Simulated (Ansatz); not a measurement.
The cluster Hf2S2⁺, relaxed as a doublet with UKS r2SCAN-D4/def2-SVP in Ansatz, starting from the GFN1-xTB geometry. Force threshold 0.02 eV/Å.

In the def2 sets Hf takes a core potential; there is no spin–orbit coupling. The structure comes from a short search, and lower isomers may exist.

Start:

```xyz
4

Hf   -0.021   -1.444   -0.193
Hf    0.025    1.444    0.178
S    -1.431    3.167   -0.182
S     1.426   -3.167    0.196
```

```tsv
step	energy (eV)	largest force component (eV/Å)	SCF passes
1	-24267.5837	2.688	186
2	-24268.3311	0.902	162
3	-24268.7368	0.736	93
4	-24269.0564	0.600	75
5	-24269.5045	0.574	91
6	-24269.8441	0.486	53
7	-24270.1026	0.402	59
8	-24270.3862	0.695	71
9	-24270.7654	1.177	124
10	-24271.3528	1.469	111
11	-24271.6058	0.636	154
12	-24272.0558	0.859	85
13	-24272.2867	1.164	66
14 (rejected)	-24271.9691	2.193	61
15	-24272.4177	0.415	138
16	-24272.4402	0.083	157
17	-24272.4411	0.038	138
18	-24272.4412	0.061	128
19	-24272.4413	0.028	143
20 (rejected)	-24272.4408	0.045	71
21	-24272.4414	0.002	127
```

Force components are those of the run's own axes.

End:

```tsv
atom	x (Å)	y (Å)	z (Å)
Hf1	-0.7395	-0.7755	-0.8849
Hf2	1.0738	0.8795	0.0664
S3	-1.2768	1.3237	0.1309
S4	0.9425	-1.4277	0.6877
```

Bonds formed: Hf1–S3, Hf2–S4 (atoms count from 1).

No frequencies were taken in this run, so the end may be a saddle point.

Run time 7.4 min (4 threads of Arm Neoverse V1 on a shared host).
